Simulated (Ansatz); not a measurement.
The first iterations of a band of BrH + ClFH2Si (7 atoms, charge 0, multiplicity 1).

Theory: RKS r2SCAN/def2-SVP in Ansatz.

```yaml
movable_images: 5
climbing_image: yes
spring: 5.0 eV/Å²
optimiser: quadratic models (default)
start_path: through a guess of the saddle point
force_threshold: 0.03 eV/Å
iteration_limit: 60
end_points: relaxed
```

Initial state:

```xyz
7
Properties=species:S:1:pos:R:3
Si -0.244 0.558 0.669
F 0.083 -1.039 0.642
H -1.418 0.802 -0.197
H 0.979 1.287 0.270
Cl -0.721 1.054 2.603
H 0.603 -1.658 -1.362
Br 0.719 -1.004 -2.625
```

Final state:

```xyz
7
Properties=species:S:1:pos:R:3
Si 0.033 0.919 0.089
F -0.810 -2.053 0.051
H -1.370 0.611 -0.253
H 0.368 2.354 -0.073
Cl 0.462 0.367 2.019
H -0.051 -2.019 -0.487
Br 1.368 -0.179 -1.345
```

| iteration | highest image above the first end (eV) | largest band force component (eV/Å) |
| --- | --- | --- |
| 1 | 1.824 | 2.998 |
| 2 | 1.420 | 2.105 |
| 3 | 1.382 | 0.783 |

Q: Does the band converge within its limit, and where does its top end?

A: The forces met the threshold. It ended after 9 iterations with the highest image 1.353 eV above the first end. A vibrational analysis at the climbing image gives one clearly imaginary mode, 235i cm⁻¹: a first-order saddle point. The orbitals stay closed-shell, which can raise the energy where a bond breaks towards radicals; this wasn't checked here.

Run time: 110 s on 2 threads of AMD EPYC 7R13 Processor (Zen 3) (shared host), peak memory 0.18 GiB.
